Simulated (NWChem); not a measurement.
CH$_{3}$ClGe, singlet; SMILES [CH3][Ge][Cl]

Results from NWChem. Low-valent species are run as closed-shell singlets; no triplet was tried in these runs. Geometry: optimised at PBE0/def2-SVP.

Diagonal of the polarisability tensor at B3LYP/def2-SVPD, static: 63.62, 74.24, 48.12 bohr³.

Question: Find the mean polarisability volume, the molar refraction, and the refractive index that an ideal gas of it would have at 273.15 K and 1 atm.

Answer: 
1. Mean: one third of the trace = 61.99 bohr³ × 0.14818 Å³/bohr³ = 9.19 Å³.
2. Molar refraction (Lorentz-Lorenz): (4π/3) N_A α = 23.2 cm³/mol.
3. Number density p/kT = 2.687 × 10⁻⁵ Å⁻³; n − 1 = 2π N α = 15.51 × 10⁻⁴.
4. These hold the electronic response alone: vibrational and orientational terms add to the static dielectric constant.
